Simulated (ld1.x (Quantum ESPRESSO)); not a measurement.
sulfur: from the effect back to the setting (TM)

Base potential:

ld1.x (Quantum ESPRESSO) 7.5 input, shortened:

```
&input
   title='S', zed=16., rel=0, dft='PBE', iswitch=3,
   config='[Ne] 3s2 3p4'
 /
 &inputp
   pseudotype=2, tm=.true., lloc=0,
   nlcc=.false.
 /
2
3P  2  1   4.00   0.00  1.40  1.40  0.0
3S  1  0   2.00   0.00  1.40  1.40  0.0
 &test
   configts(1)='3s2 3p4'
 /
```

Cutoffs, loose and tight: the cutoffs (Ry, on a coarse ladder) from which the occupation-weighted sum of valence levels, in a spherical-Bessel basis at the reference potential, stays within 10 and 1 mRy of its value at 400 Ry. They do not see the model core or the augmentation charge, which bear on the density cutoff. Test errors are all-electron minus pseudo excitation energies from the reference, over the configurations 3s2 3p3; 3s2 3p2; 3s2 3p1; 3s1 3p5; 3s2 3p4.3; 3s2 3p0; 3s2 3p3.5; variants that change the core or the reference have their own tests.

Only the scale of all radii (base = 1) is moved:

```
scale of all radii (base = 1)  cutoff, loose  cutoff, tight  bound ghosts  largest test error (meV)
                         0.76         110 Ry         230 Ry          none                      +189
                          0.9          55 Ry         110 Ry          none                      +162
                         0.99          40 Ry          60 Ry          none                      +170
                         1.11          35 Ry          55 Ry          none                      +208
                         1.37          21 Ry          40 Ry          none                      +326
```

**Question.** One more run gave cutoff, loose: 30 Ry; cutoff, tight: 50 Ry; bound ghosts: none; largest test error (meV): +275. Which value of the scale of all radii (base = 1) was used?

**Answer.** 1.26. The loose cutoff moves one way along this sweep, from 110 Ry at 0.76 to 21 Ry at 1.37, which places the run between 1.11 and 1.37.
